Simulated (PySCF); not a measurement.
# TDDFT excited states: C4H10Cl2Si

Species: SiEt2Cl2, C4H10Cl2Si.
SMILES: `CC[Si](Cl)(Cl)CC`

Level of theory: PySCF, TDDFT PBE0/def2-SVPD, vertical, gas phase, core orbitals frozen in the response. Isolated species at its PBE0-D3(BJ)/def2-SVP geometry (one conformer only).

**Question.** Predict the UV-vis stick spectrum at this level.

**Answer.** 

```csv
state,λ (nm),E (eV),f,"main configurations (H = HOMO, L = LUMO)"
S1,168.7,7.35,0.017,H→L (91%)
S2,158.3,7.83,0.012,H→L+1 (91%)
S3,157.3,7.88,0.0000,"H→L+2 (86%), H-3→L (8%)"
S4,156.6,7.92,0.050,H-1→L (87%)
S5,152.6,8.13,0.072,H-2→L (89%)
S6,151.9,8.16,0.0001,"H-3→L (75%), H-3→L+1 (11%), H→L+2 (8%)"
S7,148.0,8.38,0.0008,"H→L+3 (78%), H-1→L+2 (8%)"
S8,145.0,8.55,0.020,"H-1→L+2 (76%), H-2→L+1 (11%)"
S9,144.2,8.60,0.023,H→L+4 (91%)
S10,144.0,8.61,0.0029,"H-1→L+1 (73%), H-1→L (8%)"
```

Triplets (Tamm–Dancoff): T1 7.07 eV, H→L (81%), H→L+1 (10%); T2 7.45 eV, H-1→L (69%), H-1→L+1 (18%); T3 7.50 eV, H→L+2 (74%), H-3→L (13%); T4 7.67 eV, H→L+1 (85%), H→L (11%).

The lowest singlet lies at 7.35 eV (169 nm, vacuum ultraviolet) and is weak; its leading configuration is HOMO→LUMO (91%). The strongest level in the table is S5 at 8.13 eV (153 nm, f = 0.072). S9/S10 lie within about 0.01 eV of each other. Löwdin shares by element: HOMO carbon 34% or more, silicon 15%, chlorine 14% or more (atoms not listed hold the other 37%); LUMO chlorine 36%, silicon 18%, carbon 6% or more (atoms not listed hold the other 39%). The oscillator strengths of these states sum to 0.199; summed over the whole spectrum of an exact calculation they would give the number of electrons, 82 (Thomas–Reiche–Kuhn). The listed states span 1.26 eV, and the widest gap between neighbours is 0.48 eV (S1 to S2). Orbital energies (eV): HOMO-3 -9.26, HOMO-2 -9.09, HOMO-1 -8.95, HOMO -8.34, LUMO 0.17, LUMO+1 0.75, LUMO+2 0.91. Only the lowest 10 singlets were computed, as vertical energies without vibronic structure.

Without π bonds the low states are Rydberg-like; a valence basis with one diffuse set may place them up to an eV too high.
